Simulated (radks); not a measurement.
Problem. Species: Pm. Configuration: [Xe] 4f5 5d0.5 6s1.5 (fractional occupations, a model configuration). All-electron calculation, scalar-relativistic Kohn-Sham, PBE, spin-polarised, spherical densities, point nucleus; open shells are filled with parallel spins first (spin-orbit coupling, left out, can overturn this in heavy ions). Program: a radial shooting solver on a logarithmic mesh with Libxc functionals. Some entries of the table are withheld. Estimate them.

orbital,occ.,eigenvalue (hartree),<r> (bohr),<r^2> (bohr^2)
1s up,1,-1654.569,0.02318,0.0007316
1s down,1,-1654.569,0.02318,0.0007316
2s up,1,-268.9645,0.09895,0.01156
2s down,1,-268.9636,0.09895,0.01156
2p up,3,-240.1735,0.08711,0.009261
2p down,3,-240.1728,0.08710,0.009261
3s up,1,-58.63322,0.2606,0.07757
3s down,1,-58.58087,0.2604,0.07748
3p up,3,-49.59419,0.2589,0.07766
3p down,3,-49.54209,0.2587,0.07754
3d up,5,-37.20563,0.2363,0.06573
3d down,5,-37.16533,0.2361,0.06559
4s up,1,-11.67702,0.5930,0.3969
4s down,1,-11.53972,0.5928,0.3965
4p up,3,-8.71225,0.6280,0.4485
4p down,3,-8.57436,0.6277,0.4481
4d up,5,-4.52619,0.6884,0.5500
4d down,5,-4.38764,0.6886,0.5506
5s up,1,-1.54158,1.437,2.324
5s down,1,-1.45269,1.454,2.380
5p up,3,-0.83178,1.690,(1)
5p down,3,-0.76126,1.719,(2)
6s up,1,-0.13057,4.396,21.97
6s down,0.5,-0.10540,4.587,24.06
4f up,5,-0.09151,1.053,(3)
5d up,0.5,(4),3.389,14.49
5d down,0,(5),3.884,19.72

Solution. 
(1) 5p up <r^2> (bohr^2): 3.254
(2) 5p down <r^2> (bohr^2): 3.370
(3) 4f up <r^2> (bohr^2): 1.568
(4) 5d up eigenvalue (hartree): -0.06409
(5) 5d down eigenvalue (hartree): -0.03149
